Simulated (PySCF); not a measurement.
Excitations are Tamm–Dancoff values on a coarser integration grid. The basis has no diffuse functions, so Rydberg states are missing or too high.

Cartesian coordinates (Å):
```xyz
4

F     -1.3365    -0.9129    -0.0416
Al    -0.0027     0.0355     0.0000
F      1.4574    -0.7038     0.0450
H     -0.1183     1.5813    -0.0034
```
Charge 0, multiplicity 1.

Problem. What is the computed dipole moment, brightest of the four lowest singlets (TDA) and HOMO–LUMO gap (PBE-D3(BJ)/def2-TZVP // CAM-B3LYP-D3(BJ)/def2-TZVP run with PySCF 2.14.0)?

Solution. 
```json
{
 "dipole_moment": "1.29 D",
 "brightest of the four lowest singlets (TDA)": "8.14 eV",
 "HOMO–LUMO gap": "7.03 eV"
}
```
